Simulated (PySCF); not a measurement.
SMILES C=[CH][GaH][CH2]C (C₄H₉Ga) at its CAM-B3LYP/def2-SVP optimised geometry (Å):

```
14

Ga    -0.3958    -0.6269     0.0000
H     -1.1746    -1.9938    -0.0003
C     -1.3663     1.0952     0.0000
C     -2.8925     1.0006     0.0090
H     -1.0195     1.6683    -0.8782
H     -1.0095     1.6749     0.8698
H     -3.2632     0.4638     0.8963
H     -3.2732     0.4572    -0.8699
H     -3.3706     1.9938     0.0080
C      1.5611    -0.6269     0.0000
C      2.2735     0.5063    -0.0012
H      2.1246    -1.5688     0.0005
H      3.3706     0.5156    -0.0015
H      1.7960     1.4932    -0.0018
```

Method: PySCF with CAM-B3LYP/def2-TZVP. Cells within 0.4 Å of a nucleus heavier than hydrogen are left out (blank, or x).

Map of the deformation density (molecule minus spherical neutral atoms) (e/bohr³) on the plane z = 0.0 Å:

```
|111111111111111111111111111|
|111111111111111111111111111|
|111111111111111111111111111|
|111111111111111111111111111|
|111111111111111111111111111|
|111111111111111111111111111|
|111111111111111111111111111|
|111110111111111111111111111|
|111115311111111110111111111|
|111128611122111102211111111|
|111113x45xx1111117721111111|
|111101xx65x3111113x45301111|
|111112201244211102xx9801111|
|111111101132112228922111111|
|111111111110x035xx410111111|
|111111111110x035xx311111111|
|111111111232112227821111111|
|111111111255211113511111111|
|111111111143211111001111111|
|111111111111111111111111111|
|111111111111111111111111111|
|111111111111111111111111111|
|111111111111111111111111111|
|111111111111111111111111111|
|111111111111111111111111111|
|111111111111111111111111111|
|111111111111111111111111111|
```
Scale: ten equal steps from -0.022 (start of '0') to 0.109 (end of '9'), in the order '0123456789'; x runs from -5.50 to 5.50, y from -5.50 (bottom) to 5.50 (top).
